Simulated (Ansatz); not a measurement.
The cluster MnO2⁺, 3 atoms. Hardware: 4 threads of Intel Xeon on a shared host.

Correlated methods freeze 7 core orbitals; core or outer-core shells of Mn are correlated, in sets that lack core-valence functions.

(1) How many basis functions does each of these Ansatz runs have, and roughly what does it cost? BHLYP-D4/def2-TZVP, charge 1 triplet, energy, from earlier orbitals; CCSD(T)/def2-TZVPP, charge 1 singlet, energy, from earlier orbitals; HF/def2-TZVP, charge 1 quintet, energy, from earlier orbitals; HSE06-D4/def2-TZVP, charge 1 singlet, energy, from earlier orbitals; BLYP-D4/def2-TZVP, charge 1 triplet, energy, from earlier orbitals; RPA@PBE/def2-TZVP, charge 1 quintet, energy, from earlier orbitals; r2SCANh-D4/def2-TZVP, charge 1 quintet, energy, from earlier orbitals; PBE0-D4/def2-TZVP, charge 1 singlet, relaxation, 26 steps; r2SCANh-D4/def2-TZVP, charge 1 singlet, energy, from earlier orbitals; BHLYP-D4/def2-TZVP, charge 1 singlet, energy and forces, from earlier orbitals; PBE-D4/def2-TZVP, charge 1 triplet, energy, from earlier orbitals; PBE0-D4/def2-TZVP, charge 1 triplet, relaxation, 4 steps.

## Answers

(1) Other jobs shared the machine, so times can vary by a factor of up to 3. A dash marks memory too small to be measured apart from the calling script's.

| run | functions | fitting or Cholesky vectors | wall time | peak host memory (GiB) |
| --- | --- | --- | --- | --- |
| HF/def2-TZVP, charge 1 quintet, energy, from earlier orbitals | 107 | 997 | 0.95 s | – |
| RPA@PBE/def2-TZVP, charge 1 quintet, energy, from earlier orbitals | 107 | 839 | 1.6 s | – |
| HSE06-D4/def2-TZVP, charge 1 singlet, energy, from earlier orbitals | 107 | 812 | 1.6 s | – |
| BHLYP-D4/def2-TZVP, charge 1 singlet, energy and forces, from earlier orbitals | 107 | 921 | 1.8 s | – |
| BLYP-D4/def2-TZVP, charge 1 triplet, energy, from earlier orbitals | 107 | 744 | 2.1 s | – |
| PBE-D4/def2-TZVP, charge 1 triplet, energy, from earlier orbitals | 107 | 744 | 2.1 s | – |
| r2SCANh-D4/def2-TZVP, charge 1 singlet, energy, from earlier orbitals | 107 | 769 | 2.4 s | – |
| r2SCANh-D4/def2-TZVP, charge 1 quintet, energy, from earlier orbitals | 107 | 769 | 3.3 s | – |
| BHLYP-D4/def2-TZVP, charge 1 triplet, energy, from earlier orbitals | 107 | 921 | 7 s | – |
| CCSD(T)/def2-TZVPP, charge 1 singlet, energy, from earlier orbitals | 126 | 875 | 16 s | 0.55 |
| PBE0-D4/def2-TZVP, charge 1 triplet, relaxation, 4 steps | 107 | 812 | 16 s | – |
| PBE0-D4/def2-TZVP, charge 1 singlet, relaxation, 26 steps | 107 | 812 | 1.7 min | – |
